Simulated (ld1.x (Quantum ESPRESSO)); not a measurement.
PBE PAW dataset for technetium (Tc), scalar-relativistic all-electron reference.

ld1.x (Quantum ESPRESSO) 7.5 was run on this input:

```
&input
   title='Tc', zed=43., rel=1, dft='PBE', iswitch=3,
   config='[Kr] 4d5 5s2 5p0',
   nld=3, rlderiv=4.50, eminld=-2.0, emaxld=5.0, deld=0.02
 /
 &inputp
   pseudotype=3, lpaw=.true., tm=.true., lloc=-1, rcloc=2.15,
   nlcc=.true., new_core_ps=.true.,
   which_augfun='BG', rmatch_augfun=1.10,
   file_pseudopw='Tc.UPF', file_wfcaegen='ae.wfc', file_wfcncgen='nc.wfc', file_beta='beta', file_chi='chi', file_wfcusgen='us.wfc'
 /
6
5S  1  0   2.00   0.00  2.00  2.40  0.0
5S  1  0   0.00   1.30  2.00  2.40  0.0
5P  2  1   0.00   0.00  3.15  4.15  0.0
5P  2  1   0.00   1.70  3.15  4.15  0.0
4D  3  2   5.00   0.00  1.35  1.45  0.0
4D  3  2   0.00   0.20  1.35  1.45  0.0
 &test
   configts(1)='4d5 5s2 5p0'
 /
```

Command:

```bash
ld1.x < Tc.in > Tc.out
```

Output (shortened: banner, matrices, multipoles, cross overlaps and the repeated all-electron block are left out):

```
[... start of the log left out ...]
     [... 1 repeated lines left out ...]
     WARNING: using Bloechl style augmentation functions is not a good idea, as analytical overlap are not implemented in pwscf: use BESSEL or GAUSS instead.
     [... 1 repeated lines left out ...]
     WARNING: using Bloechl style augmentation functions is not a good idea, as analytical overlap are not implemented in pwscf: use BESSEL or GAUSS instead.
     [... 1 repeated lines left out ...]
     WARNING: using Bloechl style augmentation functions is not a good idea, as analytical overlap are not implemented in pwscf: use BESSEL or GAUSS instead.
     [... 1 repeated lines left out ...]
     WARNING: using Bloechl style augmentation functions is not a good idea, as analytical overlap are not implemented in pwscf: use BESSEL or GAUSS instead.
     [... 1 repeated lines left out ...]
     WARNING: using Bloechl style augmentation functions is not a good idea, as analytical overlap are not implemented in pwscf: use BESSEL or GAUSS instead.
     [... 1 repeated lines left out ...]
     WARNING: using Bloechl style augmentation functions is not a good idea, as analytical overlap are not implemented in pwscf: use BESSEL or GAUSS instead.
     [... 1 repeated lines left out ...]
     WARNING: using Bloechl style augmentation functions is not a good idea, as analytical overlap are not implemented in pwscf: use BESSEL or GAUSS instead.
     [... 1 repeated lines left out ...]
     WARNING: using Bloechl style augmentation functions is not a good idea, as analytical overlap are not implemented in pwscf: use BESSEL or GAUSS instead.
     [... 1 repeated lines left out ...]
     WARNING: using Bloechl style augmentation functions is not a good idea, as analytical overlap are not implemented in pwscf: use BESSEL or GAUSS instead.
     [... 1 repeated lines left out ...]
     WARNING: using Bloechl style augmentation functions is not a good idea, as analytical overlap are not implemented in pwscf: use BESSEL or GAUSS instead.
     [... 1 repeated lines left out ...]
     WARNING: using Bloechl style augmentation functions is not a good idea, as analytical overlap are not implemented in pwscf: use BESSEL or GAUSS instead.
     [... 1 repeated lines left out ...]
     WARNING: using Bloechl style augmentation functions is not a good idea, as analytical overlap are not implemented in pwscf: use BESSEL or GAUSS instead.
     [... 1 repeated lines left out ...]
     WARNING: using Bloechl style augmentation functions is not a good idea, as analytical overlap are not implemented in pwscf: use BESSEL or GAUSS instead.
     [... 1 repeated lines left out ...]
     WARNING: using Bloechl style augmentation functions is not a good idea, as analytical overlap are not implemented in pwscf: use BESSEL or GAUSS instead.
     Gaussians generated with zeta:    25.571410

 %%%%%%%%%%%%%%%%%%%%%%%%%%%%%%%%%%%%%%%%%%%%%%%%%%%%%%%%%%%%%%%%%%%%%%%%%%%%%%
     Error in routine new_paw_hamiltonian (1):
     negative rho
 %%%%%%%%%%%%%%%%%%%%%%%%%%%%%%%%%%%%%%%%%%%%%%%%%%%%%%%%%%%%%%%%%%%%%%%%%%%%%%

     stopping ...
```

The run stopped because the spherical valence density built from the smooth waves and the augmentation charge turned negative at some radius.

The run took about 0.28 s on one core of a shared server CPU.
